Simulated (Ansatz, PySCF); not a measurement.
ClH6NOSi2, SMILES O[Si@H](Cl)N[SiH3]. Atoms are numbered in the order given.

```xyz
11

O     -1.7746    -0.8970     1.3007
Si    -0.3055    -0.1987     1.0100
Cl    -0.5184     1.6870     0.1567
N      0.6545    -1.0561    -0.1344
Si     1.3638    -0.5022    -1.6426
H     -2.3219    -1.0953     0.5303
H      0.2954    -0.0599     2.3520
H      0.8852    -2.0171     0.1160
H      2.1354    -1.6641    -2.1759
H      2.2894     0.6513    -1.4498
H      0.3292    -0.1125    -2.6452
```

The structure is a stationary point at r2SCAN-D4/def2-SVP. The structure was generated by enumeration; whether it is a known compound was not checked. One conformer was computed; it need not be the lowest.

Vertical ionisation energy (IE) and electron affinity (EA) in eV. Rows of orbital energies are one-electron estimates. Where ΔSCF, EOM or ADC give a negative EA the extra electron is unbound and the value depends on the basis.

| level | IE | EA |
|---|---|---|
| −ε(HOMO), −ε(LUMO), B3LYP/def2-TZVP (PySCF) | 7.72 | 0.12 |
| −ε(HOMO), −ε(LUMO), PBE/def2-TZVP (PySCF) | 6.57 | 0.70 |
| ΔSCF, CAM-B3LYP/def2-TZVPD (Ansatz), final states of multiplicity 2 and 2 | 10.10 | -0.84 |
| ΔSCF, PBE/def2-TZVPD (Ansatz), final states of multiplicity 2 and 2 | 9.55 | -0.55 |

### Question
What vertical singlet–triplet gap does ΔSCF give with CAM-B3LYP/def2-TZVPD (Ansatz, a quantum-chemistry and plane-wave program) and with PBE/def2-TZVPD (Ansatz)? (The exact figures need the calculation; the answer reports its results.)

### Answer
6.34 and 5.64 eV (triplet above singlet where positive).
